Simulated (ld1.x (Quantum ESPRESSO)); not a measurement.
**Cl, TM: configuration errors across variants**

```json
{
 "Element": "Cl (Z = 17)",
 "Generator": "ld1.x (Quantum ESPRESSO) 7.5",
 "Type": "norm-conserving Troullier–Martins (Kleinman–Bylander form)",
 "Functional": "LDA (PZ)",
 "Relativity": "scalar-relativistic",
 "Frozen core": "[Ne]",
 "Valence charge": "7",
 "Reference configuration": "3s2 3p5",
 "Partial waves": "3p (bound): rc 1.35 bohr; 3s (bound): rc 1.35 bohr",
 "Local potential": "the s channel",
 "Core correction": "a·sin(br)/r model core inside 1.00 bohr"
}
```

All-electron excitation energies from the reference (eV): (1) 3s2 3p4 13.972; (2) 3s2 3p3 39.500; (3) 3s2 3p2 77.895; (4) 3s1 3p6 12.048; (5) 3s2 3p4.5 5.634; (6) 3s2 3p1 130.265; (7) 3s1 3p5 26.566; (8) 3s2 3p5 spin -0.186; (9) 3s2 3p4 spin 13.092.

Spin tests fill each open shell by Hund’s rule, majority spin first.

2 further variants failed, have other tests or too few solved ones, and are left out.

Errors AE − PS in meV (a dash: test not solved or not reliable):

```tsv
change	(1)	(2)	(3)	(4)	(5)	(6)	(7)	(8)	(9)	bound ghosts
base	+3.3	+26	+92	+0.5	+0.3	+234	+5.9	+6.6	+37	none
wave 3p (bound): rc 1.35 bohr becomes 3p (bound): rc 1.00 bohr	+4.2	+27	+85	+2.6	+0.7	+192	+11	+5.0	+29	none
wave 3s (bound): rc 1.35 bohr becomes 3s (bound): rc 1.16 bohr	+3.4	+27	+93	+0.5	+0.3	+237	+5.9	+6.6	+37	none
all radii but the core radius scaled by about 1.21 (s 1.64, p 1.64 bohr)	+6.4	+42	+136	-3.5	+0.9	+323	+3.0	+6.9	+41	none
core correction a·sin(br)/r model core inside 1.22 bohr	+3.6	+29	+105	+1.1	+0.4	+276	+7.3	+13	+68	none
type ultrasoft; waves now 3s (bound): rcut 1.15, rcutus 1.35 bohr; 3s channel at 0.15 Ry: rcut 1.15, rcutus 1.35 bohr; 3p (bound): rcut 1.15, rcutus 1.35 bohr; 3p channel at 0.3 Ry: rcut 1.15, rcutus 1.35 bohr; local potential all-electron potential smoothed inside 1.10 bohr (lloc = -2); augmentation built from norm-conserving waves at rcut, not smoothed further	+0.4	+10	+48	+1.0	-0.3	+144	+1.5	+5.9	+30	none
```

Task: Give the same row for: local potential all-electron potential smoothed inside 1.20 bohr (lloc = -2).

Result: +4.0, +30, +106, +0.6, +0.5, +266, +7.1, +6.6, +37; bound ghosts: none.
